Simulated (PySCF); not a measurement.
Isomers of C3H3F. Isolated molecules, 0 K electronic values unless said otherwise. Strings in code marks are SMILES.

The HOMO from two functionals at the same geometries (PBE0-D3(BJ)/def2-TZVP), both in PySCF: PBE-D3(BJ)/def2-TZVP and PBE0-D3(BJ)/def2-TZVP. 

| species | PBE-D3(BJ)/def2-TZVP (eV) | PBE0-D3(BJ)/def2-TZVP (eV) |
|---|---|---|
| `C1C=C1F` | -6.08 | -7.30 |
| `C#CCF` | -6.92 | -8.19 |
| `C(C)#CF` | -6.30 | -7.63 |
| `C=C=CF` | -6.21 | -7.49 |

Over these rows, drawn at random from the members with no instability flagged (it was tested for open shells, ions and some series alone), PBE minus PBE0-D3(BJ): mean +1.28 eV, from +1.22 eV to +1.33 eV.
